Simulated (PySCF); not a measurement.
An equivalent PySCF input for Sn (tin, neutral), [Kr] 4d10 5s2 5p2, high-spin 3P determinant, with a scalar-relativistic core potential:

```python
from pyscf import gto, scf, dft, mp, cc
import basis_set_exchange as bse
txt = bse.get_basis("cc-pVDZ-PP", elements=["Sn"], fmt="nwchem", header=False)
cut = txt.index("\nECP")
mol = gto.M(atom="Sn 0 0 0", charge=0, spin=2, symmetry="D2h",
            basis=gto.basis.parse(txt[:cut]),
            ecp={"Sn": gto.basis.parse_ecp(txt[cut:])})
mf = scf.UHF(mol)
mf.irrep_nelec = {'Ag': (4, 4), 'B1g': (1, 1), 'B2g': (1, 1), 'B3g': (1, 1), 'B1u': (2, 1), 'B2u': (2, 1), 'B3u': (1, 1)}
mf.kernel()
```

It reaches the same state as the run whose output follows, and the same energy. The run itself started from symmetry-adapted Hartree-Fock orbitals and held the occupation by maximum overlap, so the iterations belong to that start.

```
SCF conv_tol = 1e-09
number electrons alpha = 12  beta = 10
cycle= 1 E= -213.334451198693  delta_E= -0.00236  |g|= 0.0149  |ddm|= 0.0709
cycle= 2 E= -213.334758287839  delta_E= -0.000307  |g|= 0.00546  |ddm|= 0.0269
cycle= 3 E= -213.334806580526  delta_E= -4.83e-05  |g|= 0.000271  |ddm|= 0.0176
cycle= 4 E= -213.334806721823  delta_E= -1.41e-07  |g|= 5.8e-05  |ddm|= 0.00275
cycle= 5 E= -213.334806728512  delta_E= -6.69e-09  |g|= 1.76e-05  |ddm|= 0.000559
cycle= 6 E= -213.334806729137  delta_E= -6.26e-10  |g|= 1.25e-06  |ddm|= 0.000208
converged SCF energy = -213.334806729137  <S^2> = 2.0101977  2S+1 = 3.0067908
```

Energies and moments cover only the electrons outside the core potential.
